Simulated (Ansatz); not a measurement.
The cluster Cu2O⁻, relaxed as a doublet with UKS r2SCAN-D4/def2-TZVPD in Ansatz, starting from the GFN1-xTB geometry. Force threshold 0.02 eV/Å.

The highest occupied level of the charge -1 doublet lies above zero (up to 0.71 eV). By energy differences its removal costs 1.31 eV (vertical, to the charge 0 singlet, at r2SCAN-D4/def2-TZVPD); a positive level beside a positive removal energy at the same level points to self-interaction error. The relaxation made no stability test and no search for a lower SCF solution. The structure comes from a short search, and lower isomers may exist.

Start:

```xyz
3

Cu    0.2198    0.1823   -1.1982
Cu   -0.4344   -1.0007    0.5709
O     0.2146    0.8184    0.6273
```

| step | energy (eV) | largest force component (eV/Å) | SCF passes |
| --- | --- | --- | --- |
| 1 | -91328.4341 | 1.995 | 34 |
| 2 | -91328.5860 | 1.510 | 37 |
| 3 | -91328.7188 | 0.892 | 38 |
| 4 | -91328.7504 | 0.250 | 38 |
| 5 | -91328.7564 | 0.053 | 34 |
| 6 | -91328.7566 | 0.001 | 33 |

Force components are those of the run's own axes.

End:

```xyz
3

Cu    0.276    0.325   -1.239
Cu   -0.451   -0.991    0.729
O     0.175    0.666    0.510
```

By distances, no bond broke or formed. The bond that changes most is Cu1–O3, from 1.93 to 1.78 Å (atoms count from 1).

No frequencies were taken in this run, so the end may be a saddle point.

It took 21 s on 4 threads of Arm Neoverse V2 on a shared host.
